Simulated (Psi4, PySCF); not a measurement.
Approach curve of the dimer C3H8 ··· CS2 (SMILES CCC and S=C=S). Monomers: optimised at B3LYP-D3(BJ) (def2-TZVP), held rigid. Orientation: lowest of the rigid-body minima from ten starts at GFN2-xTB. Only R, the distance of the centres of mass, is varied, so the lowest point isn't the relaxed dimer. The table gives interaction energies.

| R / Å | A | B | C |
|---|---|---|---|
| 3.08 | 4.10 | 14.27 | 7.86 |
| 3.22 | 1.22 | 9.15 | 4.66 |
| 3.46 | -1.27 | 4.14 | 1.64 |
| 3.70 | -2.09 | 1.79 | 0.31 |
| 3.86 | -2.18 | 0.99 | -0.10 |
| 4.02 | -2.09 | 0.52 | -0.30 |
| 4.42 | -1.57 | 0.05 | -0.38 |
| 4.76 | -1.11 | -0.04 | -0.29 |
| 5.14 | -0.72 | -0.04 | -0.18 |
| 5.83 | -0.33 | -0.01 | -0.06 |
| 6.92 | -0.10 | 0.00 | -0.01 |
| 8.24 | -0.04 | 0.00 | 0.00 |

Energies in kcal/mol.

Task: Assign the columns to these levels of theory: PBE-D3(BJ)/def2-TZVP, counterpoise-corrected (Psi4); Psi4 with PBE/def2-TZVP, counterpoise-corrected; PySCF 2.14.0 with restricted Hartree-Fock/LANL2DZ, with its core potentials past Ne, no counterpoise correction.

Result: A is PBE-D3(BJ)/def2-TZVP; B is RHF/LANL2DZ; C is PBE/def2-TZVP.
